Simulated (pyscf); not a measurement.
**Hydrogen shift: •H₂Si–O–SiH₃ (SMILES [SiH2]O[SiH3]) -> •H₂Si–O–SiH₃ (SMILES [SiH2]O[SiH3])**

Gas phase, doublet surface, charge 0. Bonds broken: Si3–H6. Bonds formed: Si1–H6. PySCF, gas phase, ωB97X-D3(BJ)/def2-SVP geometries. MP2 and CC: frozen core, UHF for open shells. ΔMP2 is the change of the MP2 total energy from the triple- to the quadruple-zeta basis.

Transition state (Å):

```xyz
8

Si     0.8948    -0.6946    -0.3353
O      0.2343     0.8125     0.0376
Si    -0.2054     0.6115     1.6541
H      0.1199    -1.3801    -1.4100
H      2.3361    -0.5838    -0.7041
H      0.4665    -1.0025     1.3577
H      0.5415     1.5471     2.5443
H     -1.6781     0.7573     1.8420
```

One imaginary mode, 1430i cm⁻¹; descent along it reached the two sides named.

```
bond    change  reactant side (Å)  saddle  product side
------  ------  -----------------  ------  ------------
Si3–H6  breaks              1.492   1.773           3.6
Si1–H6   forms                3.6   1.773         1.492
```

Electronic energies relative to the reactant's lowest minimum found (kJ/mol):

```json
[
 {"level": "ωB97X-D3(BJ)/def2-TZVP", "barrier": "111.0", "reaction energy": "0.0", "reverse barrier": "111.0"},
 {"level": "PBE/def2-TZVP", "barrier": "82.4", "reaction energy": "0.0", "reverse barrier": "82.4"},
 {"level": "r²SCAN/def2-TZVP", "barrier": "94.9", "reaction energy": "0.0", "reverse barrier": "94.9"},
 {"level": "B3LYP-D3(BJ)/def2-TZVP", "barrier": "110.2", "reaction energy": "0.0", "reverse barrier": "110.2"},
 {"level": "PBE0-D3(BJ)/def2-TZVP", "barrier": "96.4", "reaction energy": "0.0", "reverse barrier": "96.4"},
 {"level": "M06-2X/def2-TZVP", "barrier": "117.1", "reaction energy": "0.0", "reverse barrier": "117.1"},
 {"level": "ωB97M-D3(BJ)/def2-TZVP", "barrier": "112.5", "reaction energy": "0.0", "reverse barrier": "112.5"},
 {"level": "HF/def2-TZVP", "barrier": "170.8", "reaction energy": "0.0", "reverse barrier": "170.8"},
 {"level": "MP2/def2-QZVPP", "barrier": "122.9", "reaction energy": "0.0", "reverse barrier": "122.9"},
 {"level": "CCSD/def2-TZVPP", "barrier": "125.0", "reaction energy": "0.0", "reverse barrier": "125.0"},
 {"level": "CCSD(T)/def2-TZVPP", "barrier": "117.6", "reaction energy": "0.0", "reverse barrier": "117.6"},
 {"level": "CCSD(T)/def2-TZVPP + ΔMP2(QZVPP)", "barrier": "115.9", "reaction energy": "0.0", "reverse barrier": "115.9"}
]
```

With CCSD(T)/def2-TZVPP + ΔMP2(QZVPP) energies and thermal terms (ideal gas, 1 atm, RRHO with modes under 100 cm⁻¹ raised to 100, one conformer, R ln 2 for rigid chiral ones), in kJ/mol:

```
T (K)    ΔH‡    ΔG‡   ΔH   ΔG
-----  -----  -----  ---  ---
298    105.7  112.9  0.0  0.0
600    104.8  120.5  0.0  0.0
900    103.6  128.6  0.0  0.0
1200   102.0  137.1  0.0  0.0
```

At the saddle there is also a short Si–Si contact that neither side keeps. This is the saddle that the search found; another between the same sides may lie lower. The CCSD(T) − MP2 part came from Ansatz, without density fitting, on the same reference.
